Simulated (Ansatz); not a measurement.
`O[SiH2][SnH2][SiH3]` + `[CH3][GeH2][SH]` → `O[SiH2][GeH2][SH]` + `[CH3][SnH2][SiH3]`  (redistribution)

Calculated with Ansatz (gas phase, PBE0-D4/def2-TZVP geometries, no zero-point term in ΔE). CCSD(T)/CBS adds triple-zeta CCSD(T) − MP2 to the extrapolated MP2 energy (def2 sets, frozen cores). DFT in def2-TZVPP. def2 core potentials past Kr. For Ge, Sn outer-core shells are correlated without core-valence functions, which leaves a few kJ/mol of doubt a bond. Scalar relativity is left out up to krypton. One conformer a species, not always the lowest.

```csv
species,PBE0-D4 energy (Eh)
`O[SiH2][SnH2][SiH3]`,-873.08705
`[CH3][GeH2][SH]`,-2516.51803
`O[SiH2][GeH2][SH]`,-2843.04587
`[CH3][SnH2][SiH3]`,-546.55048
```

Problem. Work out ΔE.

Solution. ΔE = (-2843.04587) + (-546.55048) − (-873.08705) − (-2516.51803) = 0.00873 Eh = +0.24 eV. CCSD(T)/CBS gives +0.22 eV.

Largest T1 diagnostic among the species: 0.013.
